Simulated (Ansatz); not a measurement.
Reaction (ligand exchange at the Sn–S bond): `C[S][SnH2][CH3]` + `[OH][AlH2]` → `[CH3][SnH2][O][AlH2]` + CH₃SH

Computed with Ansatz on PBE0-D4/def2-TZVP structures; ΔE is electronic, products minus reactants. CCSD(T)/CBS adds triple-zeta CCSD(T) − MP2 to the extrapolated MP2 energy (def2 sets, frozen cores). This one scheme is used for every species. Elements past krypton have def2 core potentials. For Sn outer-core shells are correlated without core-valence functions, which leaves a few kJ/mol of doubt a bond. Each species was taken in one conformer, which may not be the lowest.

```json
{"level": "HF/def2-TZVPP", "ΔE (eV)": "0.11"}
{"level": "CCSD/CBS(def2)", "ΔE (eV)": "0.23"}
```

Task: What does CCSD(T)/CBS give? (Estimate.)

Result: The calculation gave: +0.25 eV. The listed levels differ from it by -0.14, -0.02 eV.

Largest T1 diagnostic among the species: 0.013.

In def2-TZVPP, CCSD(T) changes the Hartree–Fock value by +0.09 eV (the triples alone add +0.02 eV) and MP2 by +0.15 eV. The D4 term adds +0.04 eV with B3LYP and +0.02 eV with PBE0; it sums over pairs of atoms, weighted by their polarisabilities, and B3LYP, whose exchange is more repulsive, gets the larger term.

B3LYP here is the variant with VWN-RPA as its local correlation; programs differ in this.
